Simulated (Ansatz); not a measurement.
Stepwise reaction of `[F][Zr]([F])([SeH])[SeH]` with hydrogen chloride, as a gas-phase model of exchange steps in deposition or etching. ΔE in kJ/mol; ΔG adds harmonic PBE0-D4 terms to CCSD(T)/CBS, at 1 bar.

Calculated with Ansatz (gas phase, PBE0-D4/def2-TZVP geometries, no zero-point term in ΔE). CCSD(T)/CBS is the MP2 limit (def2-TZVPP, def2-QZVPP) plus CCSD(T) − MP2 in def2-TZVPP, frozen cores. This one scheme is used for every species. DFT in def2-TZVPP. B3LYP here is the variant with VWN-RPA as its local correlation; programs differ in this. Elements past krypton have def2 core potentials. For Se, Zr outer-core shells are correlated without core-valence functions, which leaves a few kJ/mol of doubt a bond. Scalar relativity is left out up to krypton. Each species was taken in one conformer, which may not be the lowest.

```tsv
step	reaction	PBE-D4	B3LYP-D4	ωB97M-V	CCSD(T)/CBS	ΔG(500 K)
2	`[F][Zr]([F])([Cl])[SeH]` + HCl → `[F][Zr]([F])([Cl])[Cl]` + H₂Se	-58.3	-63.2	-64.7	-58.2	-55.5
```

(1) Give the row of step 1, `[F][Zr]([F])([SeH])[SeH]` + HCl → `[F][Zr]([F])([Cl])[SeH]` + H₂Se. (Estimate.)

(2) By hand: ΔE of the 2 steps together at CCSD(T)/CBS.

Results:

(1) Ansatz gave: 
| step | reaction | PBE-D4 | B3LYP-D4 | ωB97M-V | CCSD(T)/CBS | ΔG(500 K) |
| --- | --- | --- | --- | --- | --- | --- |
| 1 | `[F][Zr]([F])([SeH])[SeH]` + HCl → `[F][Zr]([F])([Cl])[SeH]` + H₂Se | -58.1 | -63.1 | -64.9 | -57.9 | -59.0 |

(2) (-57.9) + (-58.2) = -116.1 kJ/mol, or -58.0 kJ/mol a step.

In ΔE the steps differ by no more than 0.3 kJ/mol. All are downhill at CCSD(T)/CBS. ΔG lies between -59.0 and -55.5 kJ/mol a step. PBE-D4 differs from CCSD(T)/CBS by -0.2 to -0.1 kJ/mol a step. Only this route is followed, and other bonds may react first. Isolated molecules leave out the surface, adducts and barriers. Largest T1 diagnostic: 0.017.
